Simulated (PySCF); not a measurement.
Two-photon absorption: `s1c(N2BC=CC=C2)ccc1`, C$_{8}$H$_{8}$BNS

Cartesian coordinates in Å; atom numbers follow the order of the lines, from 1:
```xyz
19

B    -0.912    0.881   -1.061
C    -2.422    0.824   -1.101
C    -3.083   -0.021   -0.242
C    -2.370   -0.853    0.662
C    -1.005   -0.832    0.699
N    -0.268   -0.008   -0.111
C     1.134   -0.033    0.015
C     2.067   -0.017   -0.989
C     3.399   -0.017   -0.490
C     3.455   -0.036    0.877
S     1.887   -0.035    1.580
H    -0.203    1.600   -1.717
H    -3.014    1.447   -1.777
H    -4.177   -0.076   -0.233
H    -2.900   -1.533    1.331
H    -0.439   -1.483    1.369
H     1.796   -0.016   -2.045
H     4.286   -0.015   -1.125
H     4.335   -0.056    1.518
```

The calculation used TDDFT CAM-B3LYP/aug-cc-pVDZ excited states, vertical, gas phase in PySCF. Geometry: PBE0-D3(BJ)/def2-SVP.

Problem. How strongly do the lowest singlets absorb one photon, and two photons of half the energy?

Solution. δ for parallel linear polarisation; σ at the peak of a Lorentzian of half width 0.1 eV, single beam; Ω is circular over linear.
```
state  E (eV)      f  photon λ (nm)  δ (au)  σ (GM)     Ω                                main
   S1    4.52  0.269            548     160    1.20  0.39                      HOMO→LUMO 0.92
   S2    5.15  0.083            481     157    1.53  0.89                    HOMO−1→LUMO 0.78
   S3    5.50  0.012            450    1010   11.17  0.73  HOMO→LUMO+3 0.27, HOMO→LUMO+4 0.17
   S4    5.68  0.046            437    64.4    0.76  1.21                    HOMO−2→LUMO 0.68
   S5    5.71  0.026            434     275    3.29  0.67  HOMO→LUMO+1 0.55, HOMO→LUMO+6 0.10
   S6    5.79  0.062            428     299    3.68  0.69  HOMO→LUMO+2 0.17, HOMO→LUMO+6 0.14
```

Among these, the strongest one-photon state is S1, the strongest two-photon state S3, with a dipole change of 1.9 D (relaxed, norm of the difference vector).
